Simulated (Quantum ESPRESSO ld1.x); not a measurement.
Results of a calculation; reference values are marked as such.
Task: All-electron atom: Co in [Ar] 3d7 4s2. Code: ld1.x of Quantum ESPRESSO 7.5. Model: scalar-relativistic Kohn-Sham, relativistic LDA (MacDonald-Vosko exchange, VWN5 correlation), spin-unpolarised, spherical densities, point nucleus. Some entries of the table are withheld. Estimate them.

| orbital | occ. | eigenvalue (hartree) | r(max) (bohr) | <r> (bohr) |
|---|---|---|---|---|
| 1s | 2 | (1) | 0.03691 | 0.05638 |
| 2s | 2 | -32.9015 | 0.2138 | 0.2563 |
| 2p | 6 | -28.2450 | 0.1721 | 0.2254 |
| 3s | 2 | (2) | 0.6697 | 0.7760 |
| 3p | 6 | -2.40532 | 0.6782 | 0.8175 |
| 3d | 7 | -0.31190 | 0.6642 | (3) |
| 4s | 2 | -0.20816 | 2.303 | 2.872 |
| 4p | 0 | -0.05098 | 3.214 | 4.269 |
| 5s | 0 | -0.00087 | 9.727 | 18.49 |

Result: 
(1) 1s eigenvalue (hartree): -277.680
(2) 3s eigenvalue (hartree): -3.73570
(3) 3d <r> (bohr): 1.070
